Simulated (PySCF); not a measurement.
## Bonding in `O=CO[C@@H]1OCO[C@H](F)O1`

Species: C4H5FO5.
Atom-mapped SMILES: `[O:1]=[CH:2][O:3][C@@H:4]1[O:5][CH2:6][O:7][C@H:8]([F:9])[O:10]1` (hydrogens: H11 on C2; H12 on C4; H13, H14 on C6; H15 on C8)

Cartesian coordinates in Å at the GFN2-xTB level; atoms count from 1:
```
atom  x, y, z in Å
O1     3.1709   -0.5627    0.0759
C2     2.5217    0.4325    0.0863
O3     1.1998    0.5246   -0.0865
C4     0.4718   -0.6789   -0.2830
O5    -0.3730   -0.5342   -1.3581
C6    -1.4290    0.3494   -1.0623
O7    -2.1457   -0.0949    0.0685
C8    -1.3231   -0.2626    1.1430
F9    -0.9340    0.9746    1.6140
O10   -0.2027   -1.0231    0.8910
H11    2.9132    1.4501    0.2342
H12    1.1691   -1.5011   -0.4940
H13   -1.0438    1.3666   -0.8936
H14   -2.1164    0.3184   -1.9073
H15   -1.8832   -0.7507    1.9500
```

Bond orders from the PBE0/pcSseg-1 density (PySCF). One conformer (not necessarily the lowest) at the GFN2-xTB geometry, without solvent, vibrations or thermal averaging.

(1) Where do the orders between heavy atoms depart from those drawn in the SMILES?

(2) Give the Mayer order of every bond between heavy atoms, beside its length.

## Answers

(1) The largest departure is 0.168, at O3–C4 (drawn single, 0.832). Drawn single, order below 0.88: O3–C4 (0.832).

(2) 
```
  bond  drawn as  length (Å)  Mayer order
 O1–C2    double       1.188        1.981
 C2–O3    single       1.336        1.094
 O3–C4    single       1.420        0.832
 C4–O5    single       1.375        1.025
 O5–C6    single       1.408        0.936
 C6–O7    single       1.411        0.922
 O7–C8    single       1.364        1.043
 C8–F9    single       1.380        0.918
C8–O10    single       1.377        1.006
O10–C4    single       1.397        0.973
```

By pair of heavy elements: C–O: lowest O3–C4 (0.832, 1.420 Å), highest O1–C2 (1.981, 1.188 Å).

Q: And the bonds to hydrogen?

A: C–H: 0.93 to 0.96 (5 bonds).

Q: Sum the orders of all bonds at each heavy atom with more than one neighbour and set the sums beside the valence in the SMILES.

A: C2 4.010 (drawn 4), O3 1.926 (drawn 2), C4 3.757 (drawn 4), O5 1.961 (drawn 2), C6 3.746 (drawn 4), O7 1.965 (drawn 2), C8 3.906 (drawn 4), O10 1.979 (drawn 2). Orders between atoms that aren't bonded are not in these sums.

Mayer orders depend on the basis set.
